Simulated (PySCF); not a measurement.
Heptane, C7H16, SMILES CCCCCCC (GFN2-xTB optimised geometry):

```
23

C      4.565     1.457    -2.409
C      3.041     1.462    -2.419
C      2.462     0.735    -1.208
C      0.935     0.735    -1.210
C      0.359     0.004     0.000
C     -1.168     0.004     0.000
C     -1.736    -0.730     1.208
H      4.956     1.979    -3.280
H      4.943     0.437    -2.422
H      4.942     1.950    -1.516
H      2.681     2.494    -2.425
H      2.682     0.982    -3.332
H      2.823    -0.297    -1.201
H      2.821     1.215    -0.294
H      0.576     0.257    -2.125
H      0.574     1.766    -1.215
H      0.719     0.482     0.915
H      0.719    -1.028     0.004
H     -1.528    -0.471    -0.915
H     -1.528     1.036     0.000
H     -1.404    -1.766     1.215
H     -2.823    -0.718     1.189
H     -1.403    -0.260     2.131
```

Method: B3LYP/def2-SVP in PySCF.

### Question
What are the frontier orbital energies and the dipole moment?

### Answer
HOMO-2 -8.83 eV, HOMO-1 -8.79 eV, HOMO -8.19 eV, LUMO 1.52 eV, LUMO+1 1.78 eV; dipole moment 0.06 D.

On the same geometry PBE/def2-SVP (PySCF 2.14.0) gives HOMO-2 -7.59 eV, HOMO-1 -7.54 eV, HOMO -7.06 eV, LUMO 1.01 eV, LUMO+1 1.28 eV; dipole moment 0.06 D.

Meta-Löwdin charges at B3LYP/def2-SVP: C1 -0.28, C2 -0.15, C3 -0.15, C4 -0.15, C5 -0.15, C6 -0.15, C7 -0.28, H8 0.09, H9 0.09, H10 0.09, H11 0.08, H12 0.08, H13 0.08, H14 0.08, H15 0.08, H16 0.08, H17 0.08, H18 0.08, H19 0.08, H20 0.08, H21 0.09, H22 0.09, H23 0.09.
